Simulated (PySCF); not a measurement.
**From a raw peak list to a structure**

Formula C4H3F3O2. The spectrum was simulated from the full spin Hamiltonian at 400 MHz with 1.2 Hz Lorentzian lines, from shifts rounded to 0.01 ppm and J to 0.1 Hz, couplings under 1 Hz left out.

Maxima in Hz from TMS (height), grouped by integral:
1H: 2333.9 (45), 2328.0 (49), 2315.1 (82), 2309.2 (92)
1H: 2268.8 (93), 2267.2 (100), 2250.0 (52), 2248.4 (52)
1H: 2217.6 (11), 2216.0 (11), 2211.0 (37), 2209.5 (35), 2204.5 (49), 2203.3 (47), 2198.3 (34), 2196.8 (33), 2191.8 (10), 2190.2 (9)

¹³C{¹H} NMR (computed): δ 200.9, 130.9 (q, J = 351.3 Hz), 102.9 (q, J = 31.6 Hz), 96.2.

PySCF calculation with shielding tensors at PBE0/pcSseg-1 (GIAO), B3LYP/pcJ-1 coupling constants (spin–dipole term only in couplings to heteroatoms) and coordinates at the GFN2-xTB level; equivalent nuclei averaged, single conformer, non-relativistic Hamiltonian, gas phase.

Chemical shifts δ = σref − σ; TMS for ¹H, ¹³C, all at this level.

Problem. Analyse the multiplets.

Solution. ¹H NMR (400 MHz, computed): δ 5.80 (m, 1H), 5.65 (m, 1H), 5.51 (m, 1H). These are first-order names from the parameters used; overlap and second-order distortion can hide them in the list.

Problem. What is the compound?

Solution. SMILES [C@@H]1(C(F)(F)F)C(=O)CO1.

Atoms are numbered as in `[O:1]=[C:2]1[CH2:3][O:4][C@@H:5]1[C:6]([F:7])([F:8])[F:9]`. Hydrogens are named by the atom that carries them. Ha(C3) is cis to C6 on the ring; Hb(C3) is trans to C6 on the ring.

1. δ 5.80: Ha(C3), hydrogen on an sp3 CH2 bonded to O, α to a carbonyl, coupled to Hb(C3) (18.8 Hz), H(C5) (6.1 Hz).
2. δ 5.65: Hb(C3), hydrogen on an sp3 CH2 bonded to O, α to a carbonyl, coupled to Ha(C3) (18.8 Hz), H(C5) (1.5 Hz).
3. δ 5.51: H(C5), hydrogen on an sp3 CH bonded to O, α to a carbonyl, coupled to F7/F8/F9 (6.6 Hz), Ha(C3) (6.1 Hz), Hb(C3) (1.5 Hz).

The shifts were computed for this structure.

C–F couplings over four or more bonds (about 3 Hz to the para carbon of a fluoroarene) are left out. Common functionals overestimate the size of one-bond C–F couplings by tens of Hz; these are unscaled. Splittings below 1 Hz are ignored in the labels, and close J values are merged. Shifts are as computed. Against solution values, carbons near 30 ppm lie about +3 ppm off and those near 130 ppm about +5 ppm. Of 1211 compounds with measured shifts, 218 miss one by over three times the rms of a fit or turn the order of signals round; such compounds aren't used in these exercises.
